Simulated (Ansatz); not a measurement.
`CN(C)[SiH3]` and `C[N](C)[Mg][NH2]` differ in one atom or group.

Ansatz, PBE0-D4/def2-TZVP geometries, multiplicity 1. Each molecule was computed in one conformer, which needn't be the lowest.

| property | `CN(C)[SiH3]` |
| --- | --- |
| ideal-gas entropy at 298 K and 1 bar (rigid rotor, harmonic PBE0-D4/def2-TZVP) / J/(mol·K) | 328 |
| HOMO energy (ωB97M-V/def2-TZVPP) / eV | -8.69 |
| size of the dipole moment (ωB97M-V/def2-TZVPP) / D | 1.02 |
| HOMO energy (B3LYP/def2-TZVPP) / eV | -6.19 |
| HOMO–LUMO gap (PBE/def2-TZVPP) / eV | 4.82 |
| LUMO energy (ωB97M-V/def2-TZVPP) / eV | 2.16 |

Q: What does the change do to each property? (Estimate.)

A: Ansatz gave: 
| property | `C[N](C)[Mg][NH2]` | shift |
| --- | --- | --- |
| ideal-gas entropy at 298 K and 1 bar (rigid rotor, harmonic PBE0-D4/def2-TZVP) / J/(mol·K) | 367 | 39 |
| HOMO energy (ωB97M-V/def2-TZVPP) / eV | -7.66 | 1.03 |
| size of the dipole moment (ωB97M-V/def2-TZVPP) / D | 0.60 | -0.42 |
| HOMO energy (B3LYP/def2-TZVPP) / eV | -5.18 | 1.01 |
| HOMO–LUMO gap (PBE/def2-TZVPP) / eV | 2.60 | -2.22 |
| LUMO energy (ωB97M-V/def2-TZVPP) / eV | 0.41 | -1.75 |

With PBE0 the HOMO rises by 1.03 eV and the LUMO falls by 1.39 eV, so the gap narrows by about 2.42 eV. PBE moves the HOMO by 0.94 eV and ωB97M-V by 1.03 eV. Dipoles are sizes alone; their direction can turn.

B3LYP here is the variant with VWN-RPA as its local correlation; programs differ in this.
